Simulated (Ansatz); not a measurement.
Basis-set extrapolation for C$_{3}$H$_{9}$BO$_{2}$, SMILES `CC(C)B(O)O` (PBE0-D4/def2-TZVP geometry, frozen core, Ansatz 0.2.0). Multiplicity 1, RHF reference.

```tsv
	def2-TZVPP	def2-QZVPP
HF	-293.501733	-293.515672
MP2 correlation	-1.107301	-1.185857
CCSD(T) correlation	-1.193891	not run
```

Energies in hartree. Use E(X) = E(∞) + A·exp(−7.88·√X) for Hartree–Fock and E(X) = E(∞) + B·X^(−2.97) for correlation, with X = 3 and 4, and add CCSD(T) minus MP2 of the smaller set to the MP2 limit.

Q: What is the CCSD(T) energy at the basis-set limit?

A: HF limit: -293.515672 + (-0.013939) × 0.13774 = -293.51759. MP2 limit: -1.185857 + (-0.078556) × 0.74074 = -1.24405. Higher-order term: -1.193891 − (-1.107301) = -0.08659. Total: -294.84823 hartree, 400.7 kJ/mol below CCSD(T)/def2-TZVPP.
